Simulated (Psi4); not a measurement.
Conformational energy of SMILES [CH2]([GeH3])C, singlet. Scanned: dihedral H4–C1–C2–Ge3; all other coordinates were relaxed at GFN2-xTB.

Geometry of the scan point at 70° (Å):
```
11

C     -1.3107     0.0873     0.2850
C     -0.4401    -0.1196    -0.9484
Ge    -0.4617     1.4383    -2.1604
H     -2.3649     0.0838     0.0139
H     -1.0816     1.0362     0.7670
H     -1.1503    -0.7106     1.0095
H      0.5934    -0.2967    -0.6415
H     -0.7639    -1.0116    -1.4870
H      0.4004     1.2206    -3.3636
H      0.0373     2.6647    -1.4654
H     -1.8407     1.7484    -2.6492
```

Method: DF-MP2 (frozen core)/cc-pVTZ // GFN2-xTB (Psi4).

Scanned values (°): 0, 10, 20, 30, 40, 50, 60, 70, 80, 90, 100, 110.

Task: Locate the minima and the barriers on this grid.

Result: Lower than their neighbours: 60° (0.00 kcal/mol). Higher than their neighbours: 0° (2.98 kcal/mol, end of the scan), 110° (2.74 kcal/mol, end of the scan). The whole profile spans 2.98 kcal/mol.
